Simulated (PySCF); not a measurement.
B(vinyl)(OH)(NH2) (C₂H₆BNO), SMILES NB(C=C)O.

Geometry: r2SCAN-D4/def2-SVP. This is a generated structure with no PubChem entry under its InChIKey; it may be hypothetical. Other conformers were not sampled.

Two levels are set side by side: TDDFT-PBE/def2-SVPD (PySCF) and TDDFT-ωB97X/def2-SVPD (PySCF). Vertical, same geometry. The lowest singlet is HOMO−1→LUMO 58 %, HOMO→LUMO 39 % with PBE and HOMO→LUMO+1 95 % with the other functional; states are paired by order. Differences are taken from unrounded values.

| quantity | TDDFT-ωB97X | TDDFT-PBE | TDDFT-PBE minus TDDFT-ωB97X |
|---|---|---|---|
| lowest singlet excitation (eV) | 6.87 | 5.54 | -1.33 |
| lowest triplet excitation (TDA) (eV) | 4.07 | 4.03 | -0.03 |
| first bright state (f over 0.05) (eV) | 6.87 | 5.54 | -1.33 |
| its oscillator strength | 0.49 | 0.08 | -0.40 |

Functionals without exact exchange tend to place singlet excitations lower, as here. Differences between two approximate levels are no errors against the true value.

Rough cost on one machine, each run with all the roots and properties that it gave: TDDFT-ωB97X against TDDFT-PBE about 8 times.
